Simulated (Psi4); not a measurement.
C₄H₇ (SMILES C=C([CH2-])C), charge -1, singlet, geometry from GFN2-xTB (a gas-phase anion, which may not be bound at this level); Psi4 1.11 with BLYP/6-31G**.

Here is a job for Psi4.
```
memory 2 GB

molecule mol {
-1 1
C    -0.190241    0.130603    1.423309
C    -0.004990    0.116648    0.059086
H    -0.287449    1.056326    1.975773
H    -0.207554   -0.779681    2.011697
C     0.086767    1.204930   -0.780612
H     0.177322    1.091179   -1.855013
H    -0.032235    2.217556   -0.417331
C     0.103564   -1.248710   -0.600348
H     0.366004   -2.021010    0.126191
H    -0.848143   -1.536620   -1.061734
H     0.861453   -1.248571   -1.388200
}

set {
  basis 6-31g**
  reference rks
  scf_type pk
  puream true
  d_convergence 1e-8
  dft_radial_points 99
  dft_spherical_points 590
}

energy('blyp')
print_variables()
```

**Question.** Write the output that Psi4 gives for this input, abridged.

**Answer.** 
```
   => Loading Basis Set <=

    Name: 6-31G**
    Role: ORBITAL
    Keyword: BASIS

         ---------------------------------------------------------
                                   SCF
               by Justin Turney, Rob Parrish, Andy Simmonett
                          and Daniel G. A. Smith
                              RKS Reference
         ---------------------------------------------------------

  ==> Geometry <==

    Molecular point group: c1
    Full point group: C1

    Geometry (in Angstrom), charge = -1, multiplicity = 1:

       Center              X                  Y                   Z               Mass
    ------------   -----------------  -----------------  -----------------  -----------------
         C           -0.189711128439     0.108601674386     1.412341004038    12.000000000000
         C           -0.004460128439     0.094646674386     0.048118004038    12.000000000000
         H           -0.286919128439     1.034324674386     1.964805004038     1.007825032230
         H           -0.207024128439    -0.801682325614     2.000729004038     1.007825032230
         C            0.087296871561     1.182928674386    -0.791579995962    12.000000000000
         H            0.177851871561     1.069177674386    -1.865980995962     1.007825032230
         H           -0.031705128439     2.195554674386    -0.428298995962     1.007825032230
         C            0.104093871561    -1.270711325614    -0.611315995962    12.000000000000
         H            0.366533871561    -2.043011325614     0.115223004038     1.007825032230
         H           -0.847613128439    -1.558621325614    -1.072701995962     1.007825032230
         H            0.861982871561    -1.270572325614    -1.399167995962     1.007825032230

  Running in c1 symmetry.

  Rotational constants: A =      0.32028  B =      0.30916  C =      0.16207 [cm^-1]
  Rotational constants: A =   9601.63313  B =   9268.31803  C =   4858.65413 [MHz]
  Nuclear repulsion =  112.850408934549478

  Charge       = -1
  Multiplicity = 1
  Electrons    = 32
  Nalpha       = 16
  Nbeta        = 16

  ==> Algorithm <==

  SCF Algorithm Type is PK.
  DIIS enabled.
  MOM disabled.
  Fractional occupation disabled.
  Guess Type is SAD.
  Energy threshold   = 1.00e-06
  Density threshold  = 1.00e-08
  Integral threshold = 1.00e-12

  ==> Primary Basis <==

  Basis Set: 6-31G**
    Blend: 6-31G**
    Number of shells: 45
    Number of basis functions: 91
    Number of Cartesian functions: 95
    Spherical Harmonics?: true
    Max angular momentum: 2

  ==> DFT Potential <==

   => LibXC <=

    Version 7.1.2
    S. Lehtola, C. Steigemann, M. J. T. Oliveira, and M. A. L. Marques,  SoftwareX 7, 1–5 (2018) (10.1016/j.softx.2017.11.002)

   => Composite Functional: BLYP <=

    BLYP GGA Exchange-Correlation Functional

    P.J. Stephens et. al., J. Phys. Chem., 98, 11623-11627, 1994
    B. Miehlich et. al., Chem. Phys. Lett., 157(3), 200-206 1989

    Deriv               =              1
    GGA                 =           TRUE
    Meta                =          FALSE

    Exchange Hybrid     =          FALSE
    MP2 Hybrid          =          FALSE

   => Exchange Functionals <=

    1.0000     XC_GGA_X_B88

   => Correlation Functionals <=

    1.0000     XC_GGA_C_LYP

   => LibXC Density Thresholds  <==

    XC_GGA_C_LYP:  1.00E-14
    XC_GGA_X_B88:  1.00E-15

   => Molecular Quadrature <=

    Radial Scheme          =       TREUTLER
    Pruning Scheme         =           NONE
    Nuclear Scheme         =       TREUTLER

    Blocking Scheme        =         OCTREE
    BS radius alpha        =              1
    Pruning alpha          =              1
    Radial Points          =             99
    Spherical Points       =            590
    Total Points           =         601708
    Total Blocks           =           4229
    Max Points             =            256
    Max Functions          =             91
    Weights Tolerance      =       1.00E-15

[...]
  Using 17526782 doubles for integral storage.
  We computed 501546 shell quartets total.
  Whereas there are 536130 unique shell quartets.

  ==> DiskJK: Disk-Based J/K Matrices <==

    J tasked:                  Yes
    K tasked:                   No
    wK tasked:                  No
    Schwarz Cutoff:          1E-12

  Minimum eigenvalue in the overlap matrix is 3.6989440976E-03.
  Reciprocal condition number of the overlap matrix is 7.2085401047E-04.
    Using symmetric orthogonalization.

  ==> Pre-Iterations <==

  SCF Guess: Superposition of Atomic Densities via on-the-fly atomic UHF (no occupation information).

   -------------------------
    Irrep   Nso     Nmo
   -------------------------
     A         91      91
   -------------------------
    Total      91      91
   -------------------------

  ==> Iterations <==

                        Total Energy        Delta E     RMS |[F,P]|

   @RKS iter SAD:  -155.84767300261711   -1.55848e+02   0.00000e+00
   @RKS iter   1:  -155.70317460920683    1.44498e-01   1.23522e-02 DIIS/ADIIS
   @RKS iter   2:  -153.65777754350478    2.04540e+00   2.03327e-02 DIIS/ADIIS
   @RKS iter   3:  -156.37486510828040   -2.71709e+00   4.16581e-03 DIIS/ADIIS
   @RKS iter   4:  -156.44373593714053   -6.88708e-02   2.01947e-03 DIIS/ADIIS
   @RKS iter   5:  -156.45999115184250   -1.62552e-02   5.37928e-04 DIIS/ADIIS
   @RKS iter   6:  -156.46021482300628   -2.23671e-04   4.65700e-04 DIIS/ADIIS
   @RKS iter   7:  -156.46130444100118   -1.08962e-03   7.36206e-05 DIIS
   @RKS iter   8:  -156.46132298139591   -1.85404e-05   4.28193e-05 DIIS
   @RKS iter   9:  -156.46133128434664   -8.30295e-06   2.97163e-06 DIIS
   @RKS iter  10:  -156.46133132357633   -3.92297e-08   5.84269e-07 DIIS
   @RKS iter  11:  -156.46133132513529   -1.55896e-09   7.94109e-08 DIIS
   @RKS iter  12:  -156.46133132516348   -2.81943e-11   1.34816e-08 DIIS
   @RKS iter  13:  -156.46133132516439   -9.09495e-13   3.85663e-09 DIIS
  Energy and wave function converged.

  ==> Post-Iterations <==

   Electrons on quadrature grid:
      Ntotal   =   32.0000004085 ; deviation = 4.085e-07

    Orbital Energies [Eh]
    ---------------------

    Doubly Occupied:

[...]
      16A      0.139230

    Virtual:

[...]
    Final Occupation by Irrep:
              A
    DOCC [    16 ]
    NA   [    16 ]
    NB   [    16 ]

  @RKS Final Energy:  -156.46133132516439

   => Energetics <=

    Nuclear Repulsion Energy =            112.8504089345494776
    One-Electron Energy =                -439.7481131068595914
    Two-Electron Energy =                 194.9372397603031288
    DFT Exchange-Correlation Energy =     -24.5008669131574024
    Empirical Dispersion Energy =           0.0000000000000000
    VV10 Nonlocal Energy =                  0.0000000000000000
    Total Energy =                       -156.4613313251643945

Computation Completed

Properties will be evaluated at   0.000000,   0.000000,   0.000000 [a0]

Properties computed using the SCF density matrix

 Multipole Moments:

 ------------------------------------------------------------------------------------
     Multipole            Electronic (a.u.)      Nuclear  (a.u.)        Total (a.u.)
 ------------------------------------------------------------------------------------

 L = 1.  Multiply by 2.5417464519 to convert [e a0] to [Debye]
 Dipole X            :         -0.0011023            0.0310369            0.0299346
 Dipole Y            :          0.4083197           -1.2888614           -0.8805417
 Dipole Z            :          0.2469504           -0.6425350           -0.3955846
 Magnitude           :                                                    0.9657831

 ------------------------------------------------------------------------------------

  Variable Map:
  ----------------------------------------------------------------------------
[...]
  Array Variable Map:
  ----------------------------------------------------------------------------
[...]
[...]
```
